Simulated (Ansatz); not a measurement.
`[O]=[V]([OH])([OH])[F]`, relaxed with RKS PBE0-D4/def2-TZVP in Ansatz 0.2.0 from a GFN2-xTB geometry. The force threshold is 0.005 eV/Å; the program also tests the step.

The species carries charge 0 and has multiplicity 1.

Start:

```xyz
7

O     0.455    0.778    1.421
V    -0.226    0.152    0.218
O     0.060   -1.435    0.218
O     0.306    0.872   -1.123
F    -1.845    0.436    0.410
H     0.423   -2.271    0.522
H     0.826    1.468   -1.667
```

Q: By how much does the energy fall, and how many steps does the optimiser take? (Estimate.)

A: The calculation gave: 1.10 eV, in 9 steps, 1 of them rejected.

Q: Which bonds change most? (Estimate.)

A: The calculation gave: V2–O4 from 1.612 to 1.753 Å; V2–O3 from 1.612 to 1.753 Å; V2–F5 from 1.655 to 1.733 Å; O1–V2 from 1.518 to 1.552 Å.

Q: Give the relaxed structure. (An estimate is asked.)

A: Ansatz gave: 
```xyz
7

O     0.587    0.704    1.314
V    -0.268    0.121    0.158
O    -0.026   -1.613    0.085
O     0.239    0.850   -1.353
F    -1.940    0.471    0.450
H     0.509   -2.082    0.732
H     0.899    1.549   -1.387
```
